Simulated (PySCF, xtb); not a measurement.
SnI2, SMILES [I][Sn][I] (connectivity only; charge and spin as stated), neutral, multiplicity 1.

GFN2-xTB in xtb at its own geometry gives an orbital gap of 3.86 eV and a dipole moment of 9.48 D.

Coordinates come from a B3LYP-D3(BJ)/def2-SVP optimisation. The isomer is the one that the SMILES or the coordinates give; other isomers of the formula were not compared. The def2 effective core potentials stand for the cores of I, Sn; spin–orbit coupling is left out.

Problem. What does M06-2X/def2-TZVPD run with PySCF give? (The exact figures need the calculation; the answer reports its results.)

Solution. gap 5.61 eV (levels -8.24 and -2.62 eV), dipole 3.06 D.
